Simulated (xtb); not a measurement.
Here is a job for xtb.
```
$ xtb mol.xyz --gfn 2 --uhf 1 --opt vtight --json

# file mol.xyz
5

B      0.80358739    -0.52297950    -0.00597783
N     -0.51479085    -0.05141994     0.02916061
H      1.71284581     0.19390631    -0.00251855
H     -0.66294590     0.97622014     0.00897960
H     -1.34797851    -0.55100633     0.02931972
```

**Question.** What is the computed total energy at the end of the optimisation (GFN2-xTB (xtb))?

**Answer.** -5.6034 Eh

**Question.** Estimate the dipole moment that GFN2-xTB returns for this input.

**Answer.** 1.98 D
